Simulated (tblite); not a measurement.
Record of a relaxation.

C6H10F2GaN.
Atom-mapped SMILES: `[F:1][GaH:2]/[CH:3]=[C:4](/[F:5])[N:6]1[CH2:7][CH2:8][CH2:9][CH2:10]1` (hydrogens: H11 on Ga2; H12 on C3; H13, H14 on C7; H15, H16 on C8; H17, H18 on C9; H19, H20 on C10)

Computed with GFN2-xTB (tblite), gas phase: L-BFGS steps from a force-field or distance-geometry start until the largest atomic force falls under 0.01 eV/Å. 8 of its 155 geometries are shown.

Step 0: E = -858.4459 eV, largest atomic force 1.992 eV/Å
```
atom  x, y, z in Å  |  force x, y, z in eV/Å
F1      3.240    1.804   -1.417   -0.053   0.416  -0.429
Ga2     2.951    0.699   -0.161    0.354  -1.099   1.335
C3      2.286   -1.222   -0.093   -0.393  -0.372  -0.402
C4      0.982   -1.496   -0.081   -1.224   1.355  -0.090
F5      0.534   -2.805   -0.027    0.016   0.783  -0.185
N6     -0.040   -0.507   -0.085    0.969  -0.303   0.471
C7     -0.323    0.493    0.960    0.224  -1.356   0.305
C8     -1.845    0.432    0.963   -0.307   0.239   0.931
C9     -2.084    0.643   -0.520   -1.040   0.671   0.428
C10    -1.021   -0.244   -1.113   -0.208  -1.341  -1.458
H11     3.860    0.871    1.205   -0.215   0.417  -0.491
H12     2.959   -2.081   -0.083   -0.048   0.296   0.181
H13     0.121    0.197    1.925    0.085   0.295  -0.387
H14    -0.046    1.486    0.613    0.577   0.363   0.209
H15    -2.131   -0.589    1.299   -0.124   0.740  -0.164
H16    -2.314    1.225    1.589    0.255  -0.689  -0.295
H17    -1.912    1.732   -0.710   -0.282  -0.853  -0.230
H18    -3.109    0.331   -0.831    0.753   0.474   0.101
H19    -0.569    0.222   -2.010    0.038  -0.228   0.193
H20    -1.546   -1.177   -1.426    0.624   0.194  -0.022
```

Step 22: E = -859.3754 eV, largest atomic force 0.199 eV/Å
```
atom  x, y, z in Å  |  force x, y, z in eV/Å
F1      2.928    1.617   -1.232   -0.115  -0.078   0.016
Ga2     3.044    0.529    0.142   -0.042   0.135  -0.140
C3      2.273   -1.296    0.036   -0.150  -0.016  -0.029
C4      0.968   -1.307   -0.246   -0.007  -0.012   0.012
F5      0.366   -2.504   -0.534    0.012  -0.022  -0.063
N6      0.127   -0.220   -0.283    0.009  -0.077   0.020
C7     -0.238    0.468    0.963   -0.004  -0.082  -0.066
C8     -1.769    0.489    0.966   -0.061   0.051   0.050
C9     -2.109    0.580   -0.520    0.023   0.046   0.059
C10    -1.047   -0.302   -1.163    0.087  -0.125  -0.077
H11     3.938    1.301    1.131    0.029  -0.035   0.148
H12     2.798   -2.242    0.057   -0.024   0.094   0.097
H13     0.177   -0.040    1.844    0.026  -0.002  -0.143
H14     0.161    1.493    0.935    0.004   0.031  -0.001
H15    -2.169   -0.433    1.398    0.089   0.029  -0.067
H16    -2.166    1.332    1.527    0.013   0.008   0.065
H17    -1.996    1.610   -0.861   -0.037  -0.029   0.004
H18    -3.120    0.234   -0.747    0.124   0.070   0.028
H19    -0.768    0.036   -2.164    0.030   0.045   0.019
H20    -1.404   -1.333   -1.249   -0.006  -0.030   0.069
```

Step 44: E = -859.4764 eV, largest atomic force 0.120 eV/Å
```
atom  x, y, z in Å  |  force x, y, z in eV/Å
F1      2.433    1.583   -1.056   -0.044   0.072  -0.023
Ga2     2.884    0.563    0.288    0.051  -0.038   0.099
C3      2.198   -1.298    0.219    0.091   0.063   0.020
C4      0.980   -1.350   -0.333    0.013  -0.014   0.020
F5      0.497   -2.521   -0.836   -0.065   0.014  -0.054
N6      0.103   -0.308   -0.369   -0.053  -0.021  -0.004
C7     -0.131    0.450    0.852   -0.030   0.040  -0.012
C8     -1.651    0.521    0.957   -0.007   0.003   0.015
C9     -2.065    0.626   -0.505    0.061  -0.065  -0.044
C10    -1.106   -0.350   -1.189    0.008   0.020   0.013
H11     3.859    1.357    1.206   -0.019  -0.059  -0.019
H12     2.775   -2.206    0.304    0.004  -0.006  -0.064
H13     0.327   -0.066    1.706    0.038   0.073   0.005
H14     0.306    1.466    0.774   -0.031  -0.085  -0.016
H15    -2.025   -0.406    1.389   -0.058  -0.061   0.019
H16    -2.002    1.351    1.561    0.020   0.108   0.049
H17    -1.888    1.642   -0.862   -0.010  -0.045  -0.029
H18    -3.107    0.366   -0.673    0.003   0.002  -0.011
H19    -0.876   -0.043   -2.211    0.075  -0.012  -0.020
H20    -1.516   -1.366   -1.222   -0.045   0.010   0.057
```

Step 66: E = -859.5179 eV, largest atomic force 0.128 eV/Å
```
atom  x, y, z in Å  |  force x, y, z in eV/Å
F1      2.281    1.691   -0.795    0.076   0.016   0.051
Ga2     2.918    0.538    0.376    0.013   0.073  -0.031
C3      2.237   -1.298    0.160   -0.007   0.005   0.043
C4      1.002   -1.337   -0.365    0.005   0.016  -0.060
F5      0.568   -2.466   -0.994   -0.034  -0.054  -0.021
N6      0.065   -0.363   -0.320    0.003  -0.016   0.020
C7     -0.141    0.472    0.846   -0.017  -0.040   0.039
C8     -1.662    0.591    0.941   -0.020   0.017   0.081
C9     -2.072    0.599   -0.528   -0.034   0.073   0.088
C10    -1.135   -0.434   -1.139   -0.026  -0.005  -0.029
H11     3.980    1.232    1.265    0.027   0.000   0.006
H12     2.836   -2.195    0.089    0.014   0.028   0.028
H13     0.309    0.011    1.736    0.021  -0.015  -0.022
H14     0.315    1.466    0.700   -0.029   0.008   0.006
H15    -2.070   -0.285    1.449   -0.008  -0.015  -0.035
H16    -1.986    1.480    1.476    0.043   0.039   0.007
H17    -1.875    1.584   -0.952   -0.008   0.005  -0.034
H18    -3.121    0.352   -0.680    0.021  -0.007   0.000
H19    -0.883   -0.193   -2.174   -0.012  -0.097  -0.083
H20    -1.572   -1.437   -1.094   -0.028  -0.033  -0.054
```

Step 88: E = -859.5796 eV, largest atomic force 0.075 eV/Å
```
atom  x, y, z in Å  |  force x, y, z in eV/Å
F1      2.552    2.195    0.034    0.005  -0.046   0.035
Ga2     3.087    0.598    0.567   -0.033  -0.025   0.000
C3      2.263   -1.098   -0.015   -0.008   0.040  -0.002
C4      1.022   -1.238   -0.520   -0.037  -0.012  -0.001
F5      0.756   -2.317   -1.312   -0.025  -0.017   0.030
N6     -0.079   -0.500   -0.305    0.019  -0.003   0.021
C7     -0.199    0.433    0.794    0.042   0.015  -0.042
C8     -1.695    0.748    0.861    0.035  -0.035  -0.056
C9     -2.153    0.520   -0.580    0.013  -0.049  -0.046
C10    -1.331   -0.695   -1.007   -0.023   0.050   0.021
H11     4.417    0.773    1.343    0.033   0.020   0.023
H12     2.953   -1.897   -0.262    0.011   0.023  -0.025
H13     0.188   -0.021    1.718    0.010   0.022  -0.009
H14     0.380    1.345    0.586   -0.022   0.014   0.007
H15    -2.203    0.052    1.528    0.014  -0.015   0.015
H16    -1.880    1.762    1.204   -0.021  -0.006   0.013
H17    -1.885    1.382   -1.193   -0.039  -0.035   0.010
H18    -3.222    0.336   -0.664    0.033   0.057   0.012
H19    -1.161   -0.738   -2.084   -0.019  -0.007  -0.010
H20    -1.815   -1.630   -0.693    0.014   0.010   0.003
```

Step 110: E = -859.6624 eV, largest atomic force 0.115 eV/Å
```
atom  x, y, z in Å  |  force x, y, z in eV/Å
F1      2.371    1.995    1.495    0.061  -0.076  -0.015
Ga2     3.091    0.513    0.849   -0.074   0.084   0.025
C3      2.291   -0.843   -0.340    0.010  -0.004  -0.008
C4      1.021   -1.161   -0.656   -0.010  -0.053   0.023
F5      0.819   -2.224   -1.478   -0.035  -0.050  -0.088
N6     -0.136   -0.607   -0.268   -0.012  -0.009  -0.005
C7     -0.158    0.549    0.592   -0.017  -0.009   0.025
C8     -1.644    0.867    0.734   -0.002   0.027   0.016
C9     -2.184    0.428   -0.626    0.014  -0.032   0.039
C10    -1.445   -0.893   -0.828    0.025  -0.013  -0.001
H11     4.571    0.458    1.316    0.012  -0.001  -0.011
H12     3.034   -1.509   -0.772   -0.008   0.038   0.044
H13     0.337    0.324    1.548    0.000   0.020   0.039
H14     0.382    1.383    0.118    0.048   0.016   0.011
H15    -2.092    0.259    1.522    0.034   0.012  -0.014
H16    -1.814    1.915    0.969   -0.028   0.011  -0.082
H17    -1.881    1.141   -1.396   -0.040  -0.005   0.017
H18    -3.264    0.316   -0.652   -0.027  -0.021   0.030
H19    -1.376   -1.198   -1.875    0.024   0.013   0.037
H20    -1.926   -1.701   -0.256    0.025   0.053  -0.083
```

Step 132: E = -859.6809 eV, largest atomic force 0.019 eV/Å
```
atom  x, y, z in Å  |  force x, y, z in eV/Å
F1      2.369    1.864    1.728   -0.008   0.001   0.005
Ga2     3.083    0.492    0.887    0.008   0.008  -0.006
C3      2.286   -0.847   -0.324    0.005   0.001  -0.001
C4      1.022   -1.156   -0.669    0.002   0.007   0.002
F5      0.823   -2.189   -1.532   -0.003   0.001   0.001
N6     -0.133   -0.597   -0.280   -0.001  -0.002  -0.011
C7     -0.148    0.559    0.580   -0.016  -0.008  -0.006
C8     -1.629    0.908    0.705   -0.013   0.009   0.000
C9     -2.220    0.393   -0.607    0.001   0.007   0.008
C10    -1.435   -0.895   -0.841    0.001  -0.009  -0.006
H11     4.603    0.487    1.212    0.013  -0.007  -0.006
H12     3.046   -1.482   -0.770    0.003  -0.009   0.010
H13     0.317    0.326    1.550    0.001  -0.001  -0.002
H14     0.432    1.379    0.122   -0.007   0.000  -0.002
H15    -2.071    0.373    1.546    0.003  -0.003   0.004
H16    -1.785    1.974    0.851   -0.009   0.003  -0.001
H17    -2.024    1.102   -1.412    0.007  -0.003   0.007
H18    -3.292    0.219   -0.549    0.010   0.002   0.004
H19    -1.358   -1.163   -1.897    0.006   0.001  -0.001
H20    -1.891   -1.737   -0.303   -0.002   0.003  -0.002
```

Step 154: E = -859.6827 eV, largest atomic force 0.009 eV/Å
```
atom  x, y, z in Å  |  force x, y, z in eV/Å
F1      2.377    1.839    1.755   -0.001   0.001   0.002
Ga2     3.098    0.503    0.865    0.003  -0.002  -0.002
C3      2.283   -0.889   -0.271    0.002   0.003  -0.003
C4      1.020   -1.169   -0.646    0.003  -0.003   0.002
F5      0.816   -2.216   -1.491   -0.003   0.006   0.000
N6     -0.130   -0.573   -0.302    0.001   0.000   0.001
C7     -0.153    0.567    0.577    0.006  -0.003  -0.001
C8     -1.638    0.894    0.719    0.007  -0.002  -0.001
C9     -2.226    0.402   -0.603   -0.001   0.000  -0.005
C10    -1.427   -0.871   -0.874   -0.001   0.001   0.002
H11     4.636    0.552    1.087    0.000   0.003   0.001
H12     3.037   -1.550   -0.686   -0.004  -0.003   0.002
H13     0.324    0.323    1.538    0.000   0.005  -0.003
H14     0.410    1.404    0.128    0.000  -0.008   0.005
H15    -2.067    0.332    1.550    0.000   0.002  -0.004
H16    -1.810    1.954    0.890   -0.006  -0.001   0.004
H17    -2.038    1.133   -1.391   -0.002   0.007  -0.002
H18    -3.295    0.214   -0.547   -0.006   0.000   0.002
H19    -1.345   -1.104   -1.937    0.005  -0.004   0.001
H20    -1.875   -1.734   -0.365   -0.004  -0.002   0.002
```

Q: Summarise the path.

A: The energy falls by 1.2368 eV from step 0 to step 154; nine tenths of that is first reached at step 77. It never rises by more than 0.2 meV. The largest force goes from 1.992 to 0.009 eV/Å. Among the bonds Ga2–H11 changes most, from 1.649 to 1.555 Å; the atoms move by 1.124 Å rms after alignment.

What follows is the cost of the whole relaxation. Time: 4.3 s of wall time. Hardware: Intel Xeon at 2.50 GHz, one thread, on a shared host.
